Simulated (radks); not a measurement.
Problem. The mean radii <r> (bohr) of the occupied orbitals of an atom or ion are listed with their occupations. Calculated with a radial shooting solver on a logarithmic mesh with Libxc functionals: Dirac Kohn-Sham, PW91, spin-unpolarised, spherical densities, point nucleus.

| orbital | occ. | <r> |
|---|---|---|
| 1s1/2 | 2 | 0.01866 |
| 2s1/2 | 2 | 0.07833 |
| 2p1/2 | 2 | 0.06486 |
| 2p3/2 | 4 | 0.07271 |
| 3s1/2 | 2 | 0.2043 |
| 3p1/2 | 2 | 0.1942 |
| 3p3/2 | 4 | 0.2088 |
| 3d3/2 | 4 | 0.1829 |
| 3d5/2 | 6 | 0.1874 |
| 4s1/2 | 2 | 0.4587 |
| 4p1/2 | 2 | 0.4645 |
| 4p3/2 | 4 | 0.4976 |
| 4d3/2 | 4 | 0.5164 |
| 4d5/2 | 6 | 0.5279 |
| 5s1/2 | 2 | 1.086 |
| 5p1/2 | 2 | 1.192 |
| 5p3/2 | 2 | 1.287 |
| 4f5/2 | 6 | 0.6262 |
| 4f7/2 | 8 | 0.6360 |
| 5d3/2 | 3 | 1.768 |
| 6s1/2 | 2 | 2.729 |
| 7s1/2 | 2 | 6.942 |

Name the element and its charge. Open shells, if any, fill j = l - 1/2 first.

Solution. Z = 73, tantalum, charge 0: Ta in [Kr] 4d10 4f14 5s2 5p4 5d3 6s2 7s2. The 1s radius gives Z: for a bare nucleus <r> = (2 gamma + 1)/(2Z) with gamma = sqrt(1 - (Z/c)^2), 0.01844 bohr for Z = 73, and screening makes it slightly larger (0.01866 here). The occupations add up to 73, and the charge is Z minus that.
